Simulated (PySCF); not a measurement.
These are PBE-D3(BJ)/def2-TZVP // B3LYP-D3(BJ)/def2-TZVP in PySCF 2.14.0 values and carry that method's errors. Gas-phase values, no solvent. One relaxed conformer stands for a flexible species; it need not be the lowest. Excitations are Tamm–Dancoff values on a coarser integration grid. The basis has no diffuse functions, so Rydberg states are missing or too high.

Reference species (SMILES): `N(C)C=O` (C–N–C–O torsion 0°) (neutral, multiplicity 1).

- S1–T1 gap (TDA) = 0.55 eV
- S1 oscillator strength = 0.002
- HOMO–LUMO gap = 5.42 eV
- T1 excitation (TDA) = 5.08 eV

After one change: the S1–T1 gap (TDA) falls by 0.23 eV; the S1 oscillator strength is nearly the same; the HOMO–LUMO gap drops by 0.07 eV; the T1 excitation (TDA) increases by 0.09 eV.

**Question.** Which change was made? The new species is one of these.
A. `C=C(N)O`
B. `C1NCO1`
C. `[H]/N=C\CO` (N–C–C–O torsion -4°, C–C–O–H torsion -74°)
D. `C=NCO` (C–N–C–O torsion -130°, N–C–O–H torsion -47°)

**Answer.** B, `C1NCO1`
